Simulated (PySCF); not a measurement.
**Computed beside measured shifts**

System: C12H8B2O4 (measured compound), SMILES c1ccc2c(c1)OB(B1Oc3ccccc3O1)O2.

Atom-mapped SMILES (hydrogens are numbered by the atom that bears them): [cH:1]1[cH:2][cH:3][c:4]2[c:5]([cH:6]1)[O:7][B:8]([B:9]1[O:10][c:11]3[cH:12][cH:13][cH:14][cH:15][c:16]3[O:17]1)[O:18]2

Method: GIAO PBE0/pcSseg-2, gas phase, PySCF SCF with an in-house response code, fitting set def2-universal-JFIT up to Ne and JKFIT beyond, grid level 2, non-relativistic, geometry: PBE0-D3(BJ)/def2-SVP.

One optimised conformer. Values are averaged over the atoms that symmetry or fast rotation interchanges, on this one geometry and without vibrational averaging. Shifts are the reference shielding less the shielding here, at the same level (11B against isolated BF3·OEt2; 13C, 1H against isolated TMS; 17O against isolated H2O); nuclei without a reference have shieldings only.

Question: What shifts does this level give for B8/9, and how do they compare with measurement?

Answer: 
```tsv
atom	nucleus	computed / ppm	measured / ppm	computed less measured	measured against	medium of the measurement
B8/9	11B	29.4	30.7	-1.3	BF3.OEt2	CH2Cl2
```

Measured values: H. S. Rzepa et al., J. Org. Chem. 2018, An accessible method for DFT calculation of 11B NMR shifts.
